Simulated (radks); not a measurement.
The rubidium ion Rb3+, 34 electrons, occupied as [Ar] 3d10 4s2 4p3 6d1 (not the ground configuration). All-electron calculation, scalar-relativistic Kohn-Sham, PBE, spin-polarised, spherical densities, finite nucleus; open shells are filled with parallel spins first (spin-orbit coupling, left out, can overturn this in heavy ions); Fermi nuclear charge, rms radius 4.2036 fm. Program: a radial shooting solver on a logarithmic mesh with Libxc functionals.

Radial electron density D(r) = 4 pi r^2 rho(r):

```
   r/bohr * D(r) (the largest magnitude, 55.5, reaches the edge; | marks zero)
 0.004703 |       *
 0.005475 |         *
 0.006425 |            *
  0.00748 |               *
 0.008708 |                  *
  0.01022 |                      *
   0.0119 |                           *
  0.01385 |                               *
  0.01625 |                                    *
  0.01892 |                                        *
   0.0222 |                                           *
  0.02585 |                                             *
  0.03009 |                                             *
  0.03531 |                                           *
  0.04111 |                                         *
  0.04786 |                                      *
  0.05616 |                                     *
  0.06538 |                                      *
  0.07612 |                                         *
  0.08932 |                                              *
    0.104 |                                                   *
    0.122 |                                                      *
   0.1421 |                                                     *
   0.1654 |                                               *
   0.1941 |                                       *
   0.2259 |                                 *
    0.263 |                              *
   0.3087 |                                *
   0.3593 |                                    *
   0.4217 |                                      *
   0.4909 |                                   *
   0.5715 |                            *
   0.6707 |                   *
   0.7807 |            *
   0.9089 |       *
    1.067 |     *
    1.242 |    *
    1.446 |    *
    1.696 |  *
    1.975 | *
    2.318 |*
    2.698 *
    3.141 *
    3.686 *
    4.291 *
    4.995 *
    5.862 *
    6.824 *
    7.945 *
    9.323 *
    10.85 *
    12.74 *
    14.83 *
    17.26 *
```

D(r) has 4 maxima, at r = 0.0282, 0.126, 0.412, 8.20 bohr, and minima at 0.0580, 0.263 bohr, inside which lie 2.05, 11.04 electrons.
